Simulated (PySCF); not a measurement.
**Bond curve of GeB⁻**

Set-up: PySCF, no relativity, basis sets Ge def2-SVPD, B def2-SVPD. Energies in eV from Ge⁻ + B in their ground configurations at the same level. State: ³Π (triplet), unpaired electrons σ ↑, π ↑.

```json
{"R (Å)": "1.650", "r²SCAN0": "-2.581"}
{"R (Å)": "1.727", "r²SCAN0": "-3.122"}
{"R (Å)": "1.804", "r²SCAN0": "-3.414"}
{"R (Å)": "1.861", "r²SCAN0": "-3.511"}
{"R (Å)": "1.919", "r²SCAN0": "-3.528"}
{"R (Å)": "1.977", "r²SCAN0": "-3.485"}
{"R (Å)": "2.053", "r²SCAN0": "-3.359"}
{"R (Å)": "2.149", "r²SCAN0": "-3.132"}
{"R (Å)": "2.264", "r²SCAN0": "-2.812"}
{"R (Å)": "2.418", "r²SCAN0": "-2.375"}
```

Put a parabola through the three lowest points of the r²SCAN0 curve and estimate Re, k and ωe (reduced mass 9.582 u; 1 eV/Å² = 0.16022 mdyn/Å; ωe = 1302.8·√(k/μ) cm⁻¹).

Through R = 1.861, 1.919, 1.977 Å the second-order coefficient is 8.92 eV/Å², so Re ≈ 1.906 Å, k ≈ 2.86 mdyn/Å and ωe ≈ 711 cm⁻¹. A polynomial fit of higher order to the unrounded r²SCAN0 energies gives Re = 1.905 Å, k = 3.13 mdyn/Å, ωe = 745 cm⁻¹; anharmonicity and rounding make the difference.

The higher-order fit for each curve: r²SCAN0: Re = 1.905 Å, ωe = 745 cm⁻¹, De = 3.53 eV.

⟨S²⟩ of the unrestricted solution departs from its pure value on part of the curve, where spin states mix. Spin–orbit coupling is left out. For an ion De counts to the pair picked by the measured ionisation energies or electron affinities, which need not be the lowest pair at this level. The highest Kohn–Sham level is positive in this anion. Much of that is self-interaction error, but it also means that the finite basis helps to hold the extra electron. The state is the lowest determinant that a PBE0 search found; another state may lie lower at other levels.
